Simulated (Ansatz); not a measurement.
`FC(Br)Br` + HBr → `BrC(Br)Br` + H–F at 298.15 K and 1 bar (substitution at a C–F bond).

Isolated molecules relaxed with PBE0-D4/def2-TZVP in Ansatz; ΔE leaves out vibrations. CCSD(T)/CBS is the MP2 limit (def2-TZVPP, def2-QZVPP) plus CCSD(T) − MP2 in def2-TZVPP, frozen cores. This one scheme is used for every species. For Br outer-core shells are correlated without core-valence functions, which leaves a few kJ/mol of doubt a bond. Scalar relativity is left out up to krypton.

| species | CCSD(T)/CBS energy (Eh) | H − E (kJ/mol) | S (J/(mol·K)) |
| --- | --- | --- | --- |
| `FC(Br)Br` | -5285.06130 | 68.1 | 316.6 |
| HBr | -2573.91920 | 24.6 | 198.6 |
| `BrC(Br)Br` | -7758.59084 | 63.6 | 330.6 |
| H–F | -100.39570 | 33.5 | 173.6 |

H − E and S are ideal-gas, rigid-rotor, harmonic terms from PBE0-D4/def2-TZVP. 1 Eh = 2625.50 kJ/mol, R = 8.31446 J/(mol·K).

**Question.** By hand: ΔE, ΔH, ΔS and ΔG.

**Answer.** ΔE = (-7758.59084) + (-100.39570) − (-5285.06130) − (-2573.91920) = -0.00604 Eh = -15.9 kJ/mol. Δ(H − E) = 63.6 + 33.5 − 68.1 − 24.6 = 4.4, so ΔH = -11.5 kJ/mol. ΔS = 330.6 + 173.6 − 316.6 − 198.6 = -11.0 J/(mol·K). ΔG = -11.5 − 298.15 × (-11.0)/1000 = -8.2 kJ/mol.

**Question.** By hand: the equilibrium constant, and the temperature at which ΔG would vanish if ΔH and ΔS stayed fixed.

**Answer.** log₁₀ K = −ΔG/(RT ln 10) = 1.4. ΔG = 0 at ΔH/ΔS = 1045 K, though so small a ΔS makes that figure unsure.

The number of gas molecules stays the same, so ΔS is small and ΔH decides. A doubt of 5 kJ/mol in ΔE shifts log₁₀ K by 0.9 here. These are equilibria of isolated gas molecules and say nothing of rates. Largest T1 diagnostic: 0.009 (customary marks: 0.02 for closed shells, 0.045 for open ones).
